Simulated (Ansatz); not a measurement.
Computed with Ansatz on PBE0-D4/def2-TZVP structures; ΔE is electronic, products minus reactants. CCSD(T)/CBS adds triple-zeta CCSD(T) − MP2 to the extrapolated MP2 energy (def2 sets, frozen cores). This one scheme is used for every species. Functionals use def2-TZVPP. One conformer a species, not always the lowest.

Consider the ligand exchange at the Al–C bond: `[CH3][Al]([OH])[C](=N)Cl` + H₂S → `[CH3][Al]([OH])[SH]` + `N=CCl`.

```csv
level,ΔE (kJ/mol)
PBE0-D4,-93.0
B2PLYP,-89.2
r2SCAN0,-96.2
MP2/def2-SVP,-89.6
```

What does CCSD(T)/CBS give? (An estimate is asked.)

Computed: -89.9 kJ/mol. The listed levels differ from it by -3.1, 0.7, -6.3, 0.3 kJ/mol.

Largest T1 diagnostic among the species: 0.013.

The D4 term adds +3.8 kJ/mol with B3LYP and +2.3 kJ/mol with PBE0; it sums over pairs of atoms, weighted by their polarisabilities, and B3LYP, whose exchange is more repulsive, gets the larger term. From PBE to PBE0 (25 % exact exchange), in def2-TZVPP and without D4, ΔE moves by −7.4 kJ/mol.

B3LYP here is the variant with VWN-RPA as its local correlation; programs differ in this.
